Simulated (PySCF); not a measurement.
## Calculated NMR data

Non-relativistic Hamiltonian, averaged over atoms made equivalent by symmetry, fast rotation or ring inversion, in vacuum, one computed conformer. GFN2-xTB structure; spin–spin couplings from B3LYP/pcJ-1 (spin–dipole term left out of most H,H and C,H couplings); σ from GIAO-PBE0/pcSseg-1; PySCF 2.14.

Chemical shifts δ = σref − σ; $^{1}$H (σ = 31.72 ppm), $^{13}$C (σ = 186.93 ppm) against TMS, all at this level. Multiplet labels drop J under 1 Hz and among equivalent protons, and merge close values. Unscaled 3J(H,H) run several per cent high. Splittings of carbon signals by F and P are missing where no couplings were computed. Where no couplings were computed, multiplicities follow the n + 1 count of equivalent neighbours, and m marks all less simple cases (inequivalent or close neighbours, rings, F or P nearby). Shifts are as computed. Against solution values, carbons near 30 ppm lie about +3 ppm off and those near 130 ppm about +5 ppm; carbons on Cl a further +6 ppm. Of 1211 compounds with measured shifts, 218 miss one by over three times the rms of a fit or turn the order of signals round; such compounds aren't used in these exercises. Carbons bonded to Cl come out too deshielded.

Compound 1 (C$_{5}$H$_{5}$N). $^{1}$H NMR (500 MHz, computed): δ 5.91 (quint, J = 8.4 Hz, 1H), 5.22 (dq, J = 8.4, 4.3 Hz, 1H), 1.95 (dd, J = 8.5, 4.3 Hz, 3H). $^{13}$C{$^{1}$H} NMR (computed): δ 230.7, 117.4, 98.1, 71.3, 16.8. Structure: SMILES CC=C=CC#N.

Compound 2 (C$_{7}$H$_{11}$F). $^{1}$H NMR (500 MHz, computed): δ 2.47 (m, 1H), 2.47 (m, 1H), 1.33 (d, 3H), 1.29 (d, 3H), 1.12 (d, 3H). $^{13}$C{$^{1}$H} NMR (computed): δ 158.6, 101.3, 34.7, 30.1, 25.1, 24.0, 23.4. Structure: `CC(C)C1=C(F)[C@@H]1C`.

Compound 3 (C$_{7}$H$_{7}$ClO$_{3}$). $^{1}$H NMR (500 MHz, computed): δ 6.72 (s, 1H), 6.38 (t, 1H), 3.99 (s, 3H), 3.28 (m, 2H). $^{13}$C{$^{1}$H} NMR (computed): δ 168.5, 148.4, 146.1, 123.0, 118.6, 54.0, 34.1. Structure: SMILES COC(=O)C1=CCC(Cl)=CO1.

Compound 4 (C$_{8}$H$_{11}$FO). $^{1}$H NMR (500 MHz, computed): δ 6.57 (m, 1H), 5.87 (m, 1H), 5.50 (m, 1H), 5.48 (m, 1H), 5.45 (m, 1H), 5.38 (m, 1H), 2.65 (m, 1H), 2.56 (m, 1H), 1.31 (d, 3H). $^{13}$C{$^{1}$H} NMR (computed): δ 173.4, 148.2, 145.1, 124.8, 121.3, 61.9, 47.7, 16.8. Structure: `C=CC(C=C)[C@H](C)C(=O)F`.
